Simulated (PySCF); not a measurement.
B2ORh, SMILES [B][Rh-][B][O] (connectivity only; charge and spin as stated), charge -1, multiplicity 1. Geometry optimised at PBE-D3(BJ)/def2-SVPD. The multiplicity is an assumed one; other spin states were not compared. The def2 effective core potentials stand for the cores of Rh; spin–orbit coupling is left out. The values are those of a single conformer.

Level of theory: PBE-D3(BJ)/def2-SVPD (PySCF).

Harmonic wavenumbers (cm⁻¹): 132, 324, 351, 424, 850, 1746. Rotational constants (GHz): 16.99, 2.880, 2.463; symmetry number 1.

Question: Work out the zero-point energy and the ideal-gas rigid-rotor harmonic-oscillator thermochemistry at 298.15 K and 1 atm.

Answer: ZPE = ½ Σ hcν = ½ × 3827 cm⁻¹ = 5.47 kcal/mol. H − E(el) = 8.96 kcal/mol. Entropy in cal/(mol K): translation 40.73, rotation 25.39, vibration 6.42, total 72.54. G − E(el) = -12.67 kcal/mol. Cp = 15.09 cal/(mol K). Modes under 150 cm⁻¹ make the vibrational entropy uncertain.
